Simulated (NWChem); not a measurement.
AlH₃SO; SMILES [SH][AlH][OH]

```xyz
6

Al    -0.5667    -0.5622     0.0000
H     -2.1150    -0.8719     0.0000
O      0.6368    -1.7651     0.0000
H      0.5029    -2.7138     0.0000
S      0.1523     1.4943     0.0000
H      1.4482     1.1065     0.0000
```
Atoms are numbered in this order, from 1.

All runs: NWChem. All runs use the structure optimised with PBE0/def2-SVP.

Question: Order these runs by computing time, cheapest first, and give rough ratios: B3LYP/def2-TZVP; B3LYP/def2-SVP; B3LYP/def2-QZVP.

Answer: B3LYP/def2-SVP (1), B3LYP/def2-TZVP (5), B3LYP/def2-QZVP (40). Ratios are rough, from one shared machine; the cheapest took roughly 2.3 core-seconds. What differs between the cheapest and the dearest: highest occupied level (eV) -7.17 → -7.45; orbital gap (eV) 6.62 → 6.55; dipole (D) 2.02 → 1.79.
